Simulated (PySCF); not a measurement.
Si(OSiH3)(F)(Me)2 (C₂H₉FOSi₂), SMILES C[Si](C)(F)O[SiH3].

The structure is a stationary point at ωB97X-D3(BJ)/def2-SVP. Other conformers were not sampled.

Level of theory: TDA-CAM-B3LYP/def2-SVPD (PySCF).

Vertical excitations. 

| state | energy (eV) | λ (nm) | f | main pairs |
|---|---|---|---|---|
| S1 | 7.62 | 163 | 0.011 | HOMO→LUMO 67 % |
| S2 | 7.91 | 157 | 0.007 | HOMO−1→LUMO 60 %, HOMO−1→LUMO+1 16 %, HOMO−1→LUMO+2 11 % |
| S3 | 8.26 | 150 | 0.032 | HOMO→LUMO+1 30 %, HOMO−2→LUMO 27 %, HOMO→LUMO 21 %, HOMO→LUMO+2 11 % |
| S4 | 8.69 | 143 | 0.125 | HOMO→LUMO+1 32 %, HOMO→LUMO+2 20 %, HOMO−2→LUMO 16 %, HOMO−1→LUMO+1 12 % |
| S5 | 8.85 | 140 | 0.084 | HOMO−1→LUMO+1 60 % |
| S6 | 8.89 | 139 | 0.003 | HOMO→LUMO+4 47 %, HOMO→LUMO+3 13 %, HOMO−1→LUMO+5 12 % |
| T1 | 7.25 | 171 | 0 | HOMO→LUMO 51 %, HOMO→LUMO+1 9 %, HOMO−2→LUMO 9 % |
| T2 | 7.47 | 166 | 0 | HOMO−1→LUMO 49 %, HOMO−1→LUMO+1 17 %, HOMO−1→LUMO+2 12 % |
Triplets are in the Tamm–Dancoff approximation.
